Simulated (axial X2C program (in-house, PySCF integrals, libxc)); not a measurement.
KS: cheaper levels and CCSD(T), with spin–orbit coupling

All values were computed with an in-house all-electron X2C program for linear molecules (integrals from PySCF). Two-component (2c) means X2C with spin–orbit coupling and atomic mean-field two-electron Coulomb and Gaunt terms. Basis: K dyall-cv3z [11s12p6d3f], S dyall-av3z [9s8p3d2f] (cores contracted in-house); Gaussian nuclei, density fitting, unrestricted open shells. Masses: K 38.964 u, S 31.972 u.

State: Ω = 3/2 (⟨Sz⟩ = 0.50, ⟨Lz⟩ = 1.00 at HF); fragments K + S.

```tsv
level	Re (Å)	ωe (cm⁻¹)	De (eV)
PBE0	2.812	253.4	2.62
HF	2.893	244.9	1.51
MP2	2.827	254.7	2.56
CCSD	2.842	252.4	2.53
BHandHLYP	2.831	254.1	2.53
```

Correlated methods: 15 electrons correlated (number of frozen shells: K 2 s, 1 p; S 2 s, 1 p), 237 virtual spin orbitals or spinors in MP2, 90 natural virtuals in coupled cluster.

CCSD(T), same Hamiltonian and basis:

Re = 2.839 Å, ωe = 252.4 cm⁻¹, De = 2.56 eV; T1 = 0.006 (Lee–Taylor normalisation).

Give the differences from CCSD(T) in the columns below.



```
    level  ΔRe (Å)  Δωe (cm⁻¹)  ΔDe (eV)
     PBE0   -0.027         1.0      0.06
       HF    0.054        -7.5     -1.05
      MP2   -0.012         2.3      0.00
     CCSD    0.003         0.0     -0.03
BHandHLYP   -0.008         1.7     -0.03
```

The state is a single determinant with fixed occupations, the lowest that a limited PBE0 search found. Dissociation energies refer to the lowest single-determinant-based atoms at the same level and basis. Density functionals use the spin component along the axis (collinear). Coupled cluster ran in a truncated set of natural virtual spinors; the MP2 energy of the rest was added. (T) has no such correction and the atoms are truncated less, which lowers De at CCSD(T) by a hundredth of an eV or more. In 2c an atomic determinant is not the ground J level, so De misses part of the atomic spin–orbit lowering. This holds for PBE0, BHandHLYP. Other states lie close and PBE0, whose exact exchange favours high spin, may order them wrongly; the determinant shown need not be the ground state. The nearest other 2c determinant of the search, Ω = 1/2, lies 0.04 eV up at the distance of the search. The functionals have no current-density term, which raises determinants with orbital currents, atoms included.
